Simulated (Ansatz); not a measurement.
Ansatz (a first-principles code) input for AsFH4O2Si, SMILES O[Si](O)(F)[AsH2], B3LYP-D3(BJ)/def2-SVP. 

Ansatz 0.2 input:
```yaml
crystal:
  periodic: [false, false, false]
  atoms:
    - {symbol: O, position_ang: [-0.84560343, -1.11807902, 1.51975092]}
    - {symbol: Si, position_ang: [-0.77860621, -0.19192502, 0.20405205]}
    - {symbol: O, position_ang: [-1.81098872, 1.04937011, 0.41035970]}
    - {symbol: F, position_ang: [-1.42278363, -1.03456048, -1.03251457]}
    - {symbol: As, position_ang: [1.37160242, 0.36332826, -0.35786714]}
    - {symbol: H, position_ang: [-1.68721781, -1.35388097, 1.90621018]}
    - {symbol: H, position_ang: [-2.10674825, 1.55028228, -0.34400193]}
    - {symbol: H, position_ang: [1.54805495, 1.18454496, 0.88706789]}
    - {symbol: H, position_ang: [1.94130838, -0.82311292, 0.35535676]}
basis:
  gaussian:
    orbitals: def2-SVP
hamiltonian:
  xc: b3lyp
  dispersion: d3bj
relax: {f_tol: 0.002, max_steps: 200}
```

Log of the run:

```
WARN ansatz: RAYON_NUM_THREADS=1 ignored (pool sized by the plan → 1); use --threads N
Functional definition: B3LYP
integrals: 0.07 GiB planned
1134 factors; integrals over basis functions are off by at most 4.1e-4 eV
mean field: 0.59 GiB planned
mean field evaluation 1: about -75576.5776 eV, gradient 7.4e1 eV
mean field evaluation 2: about -75563.3016 eV, gradient 1.1e2 eV
mean field evaluation 4: about -75585.4656 eV, gradient 4.5e0 eV
mean field evaluation 8: about -75585.5010 eV, gradient 3.0e-2 eV
mean field -75585.50096584 eV, -2777.7159268018 hartree, gradient 3.6e-5 eV, S^2 0.000000; 0 other end points of the search recorded, 0 dependent functions left out
the calculation of the forces begins
reference -75585.50118694 eV, -2777.7159349271 hartree; 38, 38 occupied and 74, 74 virtual orbitals, 1134 factors
relax step   1: F+E_penalty+E_count = -75585.87285235 eV  Δ(F+E_penalty+E_count) = +0.000e0 eV  max|allowed force component| = 9.339e-1 eV/Å  Δτ_max = 0.0000 Å  (25 SCF iters, accepted)
these checks for a lower state are left out or cut short: starts, cluster_reference, orbital_swaps, neighbouring_geometries, increment
integrals: 0.07 GiB planned
1134 factors; integrals over basis functions are off by at most 4.2e-4 eV
mean field: 0.59 GiB planned
mean field evaluation 16: about -75585.5524 eV, gradient 4.9e0 eV
[...]
these checks for a lower state are left out or cut short: starts, cluster_reference, orbital_swaps, neighbouring_geometries, increment
integrals: 0.07 GiB planned
1134 factors; integrals over basis functions are off by at most 4.5e-4 eV
mean field: 0.59 GiB planned
mean field -75585.63059708 eV, -2777.7206906620 hartree, gradient 4.9e-5 eV, S^2 0.000000; 0 other end points of the search recorded, 0 dependent functions left out
the calculation of the forces begins
reference -75585.63081981 eV, -2777.7206988472 hartree; 38, 38 occupied and 74, 74 virtual orbitals, 1134 factors
relax step  10: F+E_penalty+E_count = -75585.99814041 eV  Δ(F+E_penalty+E_count) = -1.398e-4 eV  max|allowed force component| = 1.484e-1 eV/Å  Δτ_max = 0.0204 Å  (25 SCF iters, accepted)
these checks for a lower state are left out or cut short: starts, cluster_reference, orbital_swaps, neighbouring_geometries, increment
integrals: 0.07 GiB planned
1134 factors; integrals over basis functions are off by at most 4.5e-4 eV
mean field: 0.59 GiB planned
mean field evaluation 64: about -75585.6326 eV, gradient 2.0e-5 eV
mean field -75585.63257832 eV, -2777.7207634715 hartree, gradient 5.1e-5 eV, S^2 0.000000; 0 other end points of the search recorded, 0 dependent functions left out
the calculation of the forces begins
reference -75585.63280125 eV, -2777.7207716639 hartree; 38, 38 occupied and 74, 74 virtual orbitals, 1134 factors
relax step  11: F+E_penalty+E_count = -75585.99978922 eV  Δ(F+E_penalty+E_count) = -1.649e-3 eV  max|allowed force component| = 1.622e-2 eV/Å  Δτ_max = 0.0462 Å  (25 SCF iters, accepted)
these checks for a lower state are left out or cut short: starts, cluster_reference, orbital_swaps, neighbouring_geometries, increment
integrals: 0.07 GiB planned
1134 factors; integrals over basis functions are off by at most 4.5e-4 eV
mean field: 0.59 GiB planned
mean field -75585.63096761 eV, -2777.7207042788 hartree, gradient 7.2e-5 eV, S^2 0.000000; 0 other end points of the search recorded, 0 dependent functions left out
the calculation of the forces begins
reference -75585.63119092 eV, -2777.7207124855 hartree; 38, 38 occupied and 74, 74 virtual orbitals, 1134 factors
relax step  12: F+E_penalty+E_count = -75585.99826788 eV  Δ(F+E_penalty+E_count) = +1.521e-3 eV  max|allowed force component| = 1.511e-1 eV/Å  Δτ_max = 0.1190 Å  (24 SCF iters, rejected (line search))
these checks for a lower state are left out or cut short: starts, cluster_reference, orbital_swaps, neighbouring_geometries, increment
integrals: 0.07 GiB planned
1134 factors; integrals over basis functions are off by at most 4.5e-4 eV
mean field: 0.58 GiB planned
mean field -75585.63140185 eV, -2777.7207202368 hartree, gradient 5.1e-5 eV, S^2 0.000000; 0 other end points of the search recorded, 0 dependent functions left out
the calculation of the forces begins
reference -75585.63162465 eV, -2777.7207284247 hartree; 38, 38 occupied and 74, 74 virtual orbitals, 1134 factors
relax step  13: F+E_penalty+E_count = -75585.99862600 eV  Δ(F+E_penalty+E_count) = +1.163e-3 eV  max|allowed force component| = 8.633e-2 eV/Å  Δτ_max = 0.0284 Å  (25 SCF iters, rejected (line search))
these checks for a lower state are left out or cut short: starts, cluster_reference, orbital_swaps, neighbouring_geometries, increment
integrals: 0.07 GiB planned
1134 factors; integrals over basis functions are off by at most 4.5e-4 eV
mean field: 0.59 GiB planned
mean field -75585.63280305 eV, -2777.7207717300 hartree, gradient 5.0e-5 eV, S^2 0.000000; 0 other end points of the search recorded, 0 dependent functions left out
the calculation of the forces begins
reference -75585.63302591 eV, -2777.7207799200 hartree; 38, 38 occupied and 74, 74 virtual orbitals, 1134 factors
relax step  14: F+E_penalty+E_count = -75586.00002874 eV  Δ(F+E_penalty+E_count) = -2.395e-4 eV  max|allowed force component| = 8.273e-3 eV/Å  Δτ_max = 0.0141 Å  (25 SCF iters, accepted)
these checks for a lower state are left out or cut short: starts, cluster_reference, orbital_swaps, neighbouring_geometries, increment
integrals: 0.07 GiB planned
1134 factors; integrals over basis functions are off by at most 4.5e-4 eV
mean field: 0.58 GiB planned
mean field -75585.63303656 eV, -2777.7207803113 hartree, gradient 5.1e-5 eV, S^2 0.000000; 0 other end points of the search recorded, 0 dependent functions left out
the calculation of the forces begins
reference -75585.63325950 eV, -2777.7207885043 hartree; 38, 38 occupied and 74, 74 virtual orbitals, 1134 factors
relax step  15: F+E_penalty+E_count = -75586.00021685 eV  Δ(F+E_penalty+E_count) = -1.881e-4 eV  max|allowed force component| = 4.707e-2 eV/Å  Δτ_max = 0.0490 Å  (24 SCF iters, accepted)
these checks for a lower state are left out or cut short: starts, cluster_reference, orbital_swaps, neighbouring_geometries, increment
integrals: 0.07 GiB planned
1134 factors; integrals over basis functions are off by at most 4.5e-4 eV
mean field: 0.58 GiB planned
mean field -75585.63294099 eV, -2777.7207767994 hartree, gradient 1.0e-5 eV, S^2 0.000000; 0 other end points of the search recorded, 0 dependent functions left out
the calculation of the forces begins
reference -75585.63316399 eV, -2777.7207849943 hartree; 38, 38 occupied and 74, 74 virtual orbitals, 1134 factors
relax step  16: F+E_penalty+E_count = -75586.00022479 eV  Δ(F+E_penalty+E_count) = -7.941e-6 eV  max|allowed force component| = 6.544e-2 eV/Å  Δτ_max = 0.0068 Å  (23 SCF iters, accepted)
these checks for a lower state are left out or cut short: starts, cluster_reference, orbital_swaps, neighbouring_geometries, increment
integrals: 0.07 GiB planned
1134 factors; integrals over basis functions are off by at most 4.5e-4 eV
mean field: 0.59 GiB planned
mean field evaluation 96: about -75585.6330 eV, gradient 1.3e-5 eV
mean field -75585.63304375 eV, -2777.7207805755 hartree, gradient 1.3e-5 eV, S^2 0.000000; 0 other end points of the search recorded, 0 dependent functions left out
the calculation of the forces begins
reference -75585.63326672 eV, -2777.7207887695 hartree; 38, 38 occupied and 74, 74 virtual orbitals, 1134 factors
relax step  17: F+E_penalty+E_count = -75586.00029147 eV  Δ(F+E_penalty+E_count) = -6.668e-5 eV  max|allowed force component| = 1.112e-2 eV/Å  Δτ_max = 0.0033 Å  (23 SCF iters, accepted)
these checks for a lower state are left out or cut short: starts, cluster_reference, orbital_swaps, neighbouring_geometries, increment
integrals: 0.07 GiB planned
1134 factors; integrals over basis functions are off by at most 4.5e-4 eV
mean field: 0.58 GiB planned
mean field -75585.63303027 eV, -2777.7207800803 hartree, gradient 1.3e-5 eV, S^2 0.000000; 0 other end points of the search recorded, 0 dependent functions left out
the calculation of the forces begins
reference -75585.63325323 eV, -2777.7207882737 hartree; 38, 38 occupied and 74, 74 virtual orbitals, 1134 factors
relax step  18: F+E_penalty+E_count = -75586.00029183 eV  Δ(F+E_penalty+E_count) = -3.547e-7 eV  max|allowed force component| = 1.067e-2 eV/Å  Δτ_max = 0.0006 Å  (19 SCF iters, accepted)
these checks for a lower state are left out or cut short: starts, cluster_reference, orbital_swaps, neighbouring_geometries, increment
integrals: 0.07 GiB planned
1134 factors; integrals over basis functions are off by at most 4.5e-4 eV
mean field: 0.58 GiB planned
mean field -75585.63309453 eV, -2777.7207824418 hartree, gradient 1.1e-5 eV, S^2 0.000000; 0 other end points of the search recorded, 0 dependent functions left out
the calculation of the forces begins
reference -75585.63331743 eV, -2777.7207906333 hartree; 38, 38 occupied and 74, 74 virtual orbitals, 1134 factors
relax step  19: F+E_penalty+E_count = -75586.00021026 eV  Δ(F+E_penalty+E_count) = +8.157e-5 eV  max|allowed force component| = 1.988e-2 eV/Å  Δτ_max = 0.0122 Å  (23 SCF iters, rejected (line search))
these checks for a lower state are left out or cut short: starts, cluster_reference, orbital_swaps, neighbouring_geometries, increment
integrals: 0.07 GiB planned
1134 factors; integrals over basis functions are off by at most 4.5e-4 eV
mean field: 0.58 GiB planned
mean field -75585.63308293 eV, -2777.7207820154 hartree, gradient 6.7e-5 eV, S^2 0.000000; 0 other end points of the search recorded, 0 dependent functions left out
the calculation of the forces begins
reference -75585.63330588 eV, -2777.7207902086 hartree; 38, 38 occupied and 74, 74 virtual orbitals, 1134 factors
relax step  20: F+E_penalty+E_count = -75586.00031811 eV  Δ(F+E_penalty+E_count) = -2.629e-5 eV  max|allowed force component| = 2.410e-3 eV/Å  Δτ_max = 0.0027 Å  (20 SCF iters, accepted)
these checks for a lower state are left out or cut short: starts, cluster_reference, orbital_swaps, neighbouring_geometries, increment
integrals: 0.07 GiB planned
1134 factors; integrals over basis functions are off by at most 4.5e-4 eV
mean field: 0.59 GiB planned
mean field -75585.63309041 eV, -2777.7207822902 hartree, gradient 2.3e-5 eV, S^2 0.000000; 0 other end points of the search recorded, 0 dependent functions left out
the calculation of the forces begins
reference -75585.63331337 eV, -2777.7207904839 hartree; 38, 38 occupied and 74, 74 virtual orbitals, 1134 factors
relax step  21: F+E_penalty+E_count = -75586.00031911 eV  Δ(F+E_penalty+E_count) = -9.985e-7 eV  max|allowed force component| = 1.717e-3 eV/Å  Δτ_max = 0.0009 Å  (19 SCF iters, accepted)
integrals: 0.07 GiB planned
1134 factors; integrals over basis functions are off by at most 4.5e-4 eV
mean field: 0.59 GiB planned
mean field evaluation 128: about -75585.6331 eV, gradient 5.4e-4 eV
mean field -75585.63309041 eV, -2777.7207822902 hartree, gradient 2.3e-5 eV, S^2 0.000000; 1 other end points of the search recorded, 0 dependent functions left out
the calculation of the forces begins
reference -75585.63331337 eV, -2777.7207904840 hartree; 38, 38 occupied and 74, 74 virtual orbitals, 1134 factors
Total energy: -75586.00054207 eV, -2777.7342858899 hartree
Atom 0 at    -0.851212    -1.046539     1.621972 Å, force     0.000398    -0.000343     0.000328 eV/Å
Atom 1 at    -0.802069    -0.189651     0.218051 Å, force    -0.000751     0.001717    -0.000009 eV/Å
Atom 2 at    -1.906402     1.037047     0.350726 Å, force     0.000527    -0.000920     0.000460 eV/Å
Atom 3 at    -1.263542    -1.121670    -1.037031 Å, force    -0.000091    -0.000462    -0.000246 eV/Å
Atom 4 at     1.379703     0.550241    -0.278942 Å, force    -0.000043     0.000059     0.000187 eV/Å
Atom 5 at    -1.723970    -1.169932     2.018548 Å, force    -0.000306     0.000061    -0.000129 eV/Å
Atom 6 at    -2.182537     1.483138    -0.458765 Å, force    -0.000023     0.000098    -0.000426 eV/Å
Atom 7 at     1.615909     0.937848     1.180429 Å, force     0.000097     0.000012    -0.000062 eV/Å
Atom 8 at     1.943137    -0.854515    -0.066574 Å, force     0.000191    -0.000223    -0.000104 eV/Å
Dipole moment:    -0.209829     0.191413     0.030399 e Å
```

The calculation finished and met its thresholds.
